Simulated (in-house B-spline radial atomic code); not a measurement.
Values are calculated unless marked as measured or tabulated.
**Two electrons in InAs: a Gaussian well −V exp(−r²/w²) with V = 65.4 meV and w = 74.9 nm**

For InAs the NSM archive of the Ioffe Institute lists m* = 0.023 m0 and ε = 15.15. In so narrow a gap the band flattens within tens of meV, so real spacings are smaller, by up to some tenths.

Effective-mass model with parabolic bands, a uniform dielectric constant, no image charges, no central-cell or spin-orbit terms. Two-electron levels come from full CI in B-splines with partial waves to l = 5 (up to 0.001 effective hartree above the limit).

(1) What are the effective units, and what is the potential in them?

In these units the lowest s and p orbitals lie at -19.3722 and -16.4303, and their Coulomb and exchange integrals are J_ss = 1.3739, J_sp = 1.1286 and K_sp = 0.2221. Full CI gives -37.4434 for the ground singlet, -34.9138 for the sp triplet, -34.5245 for the sp singlet and -32.2882 for the lowest triplet of two s orbitals.

(2) What does it cost to add the second electron, to first order and exactly?

(3) How far above the singlet do the triplets lie?

Answers

(1) Ha* = 27211.386 meV × 0.023/15.15² = 2.727 meV and a* = 0.0529177 nm × 15.15/0.023 = 34.86 nm. V = 24 Ha* and w = 2.15 a*.

(2) To first order E = 2ε_s + J_ss = -37.3704, so the charging energy E(2) − 2E(1) is J_ss = 3.746 meV. CI gives -37.4434 − 2 × (-19.3722) = 1.3009, or 3.547 meV: relaxation and correlation lower it by 0.199 meV, 5.3 % of J_ss. The s² configuration of one-electron orbitals holds 99.0 % of the state, and the mean radius is 23.8 nm. The second electron is bound by ε_s − E = 49.28 meV, against 52.82 meV for the first.

(3) To first order the sp triplet lies at ε_s + ε_p + J_sp − K_sp = -34.8959, which is 6.748 meV above 2ε_s + J_ss. CI gives -34.9138 − (-37.4434) = 2.5296, or 6.898 meV, 86 % of the orbital spacing of 8.022 meV. The ss triplet lies 14.06 meV up, so the lower of the two is the sp one, and its gap equals k_BT at 80 K. The sp singlet-triplet splitting is 1.062 meV, against 2K_sp = 1.211 meV.
